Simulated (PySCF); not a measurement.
Point-charge models of `C1OP(OCCC)(=O)OC1` against its computed dipole.

Coordinates (GFN2-xTB, Å) and charges (e) from the PBE0/pcSseg-1 density (PySCF):

| atom | x | y | z | Mulliken | IAO | Hirshfeld | ESP-fitted |
| --- | --- | --- | --- | --- | --- | --- | --- |
| C1 | 3.375 | 0.169 | 0.050 | -0.2773 | -0.4205 | -0.1116 | -0.4513 |
| C2 | 1.875 | 0.000 | 0.252 | -0.3339 | -0.2643 | -0.0755 | +0.2796 |
| C3 | 1.211 | -0.628 | -0.965 | +0.0683 | -0.0535 | +0.0088 | +0.0246 |
| O4 | -0.191 | -0.764 | -0.771 | -0.6024 | -0.6232 | -0.1748 | -0.4428 |
| P5 | -1.061 | 0.584 | -0.814 | +1.3869 | +1.9841 | +0.5505 | +1.2310 |
| O6 | -0.524 | 1.640 | -1.650 | -0.5672 | -0.8708 | -0.3655 | -0.6047 |
| O7 | -2.529 | 0.019 | -1.131 | -0.5522 | -0.6011 | -0.1718 | -0.4451 |
| C8 | -3.104 | -0.492 | 0.050 | +0.0051 | -0.0803 | +0.0084 | +0.1050 |
| C9 | -2.514 | 0.330 | 1.220 | +0.0469 | -0.0753 | +0.0085 | -0.0071 |
| O10 | -1.350 | 0.960 | 0.738 | -0.5920 | -0.6121 | -0.1773 | -0.4410 |
| H11 | 3.849 | -0.795 | -0.125 | +0.1086 | +0.1369 | +0.0403 | +0.0945 |
| H12 | 3.827 | 0.621 | 0.929 | +0.1231 | +0.1491 | +0.0465 | +0.1143 |
| H13 | 3.570 | 0.810 | -0.806 | +0.1184 | +0.1430 | +0.0445 | +0.1183 |
| H14 | 1.681 | -0.625 | 1.126 | +0.1219 | +0.1365 | +0.0358 | -0.0211 |
| H15 | 1.403 | 0.971 | 0.419 | +0.1471 | +0.1421 | +0.0348 | -0.0316 |
| H16 | 1.390 | -0.006 | -1.847 | +0.1343 | +0.1459 | +0.0399 | +0.0583 |
| H17 | 1.581 | -1.641 | -1.147 | +0.1240 | +0.1491 | +0.0478 | +0.0798 |
| H18 | -4.188 | -0.384 | -0.029 | +0.1427 | +0.1643 | +0.0605 | +0.0921 |
| H19 | -2.843 | -1.548 | 0.158 | +0.1347 | +0.1459 | +0.0458 | +0.0539 |
| H20 | -3.208 | 1.110 | 1.551 | +0.1329 | +0.1517 | +0.0511 | +0.1058 |
| H21 | -2.259 | -0.313 | 2.066 | +0.1301 | +0.1523 | +0.0530 | +0.0876 |

Task: What dipole does each set of charges give (1 e·Å = 4.803 D), and what does the density give?

Result: The full density gives (-0.87, -2.86, 3.12) D, 4.32 D in size; dipole vectors point from the negative to the positive end.

```tsv
scheme	μx	μy	μz	size (D)	share of the full size (%)	angle to the full dipole (°)
Mulliken	-0.34	-2.52	3.16	4.06	94	8
IAO	-0.87	-3.25	3.58	4.91	114	1
Hirshfeld	-0.84	-2.07	2.18	3.12	72	4
ESP-fitted	-0.89	-2.87	3.12	4.33	100	0
```

Task: Which set comes closest?

Result: Length of the difference vector: ESP-fitted 0.03 D, IAO 0.60 D, Mulliken 0.63 D, Hirshfeld 1.22 D. Closest: ESP-fitted. 

Task: What is left for the Hirshfeld atoms' own dipoles?

Result: The Hirshfeld atoms' densities add up to the full density, so μ = Σ q r + Σ (atomic dipoles). The atomic dipoles sum to (-0.87, -2.86, 3.12) − (-0.84, -2.07, 2.18) = (-0.03, -0.79, 0.94) D, 1.22 D in size.

Task: With the origin at the mean of the coordinates, (0.000, 0.001, -0.035) Å, which are the largest single terms, by size, of the IAO dipole along the direction of the full one?

Result: O6 +8.98, P5 -7.01, H21 +1.60, C1 +1.48, H13 -1.24 D; all 21 atoms together +4.91 D. The single terms depend on the origin, their sum doesn't.

Task: Give the size of the full dipole in other units.

Result: 4.32 D = 1.699 au = 0.899 e·Å = 14.41 × 10⁻³⁰ C·m.

Geometry: GFN2-xTB, one conformer, isolated molecule.
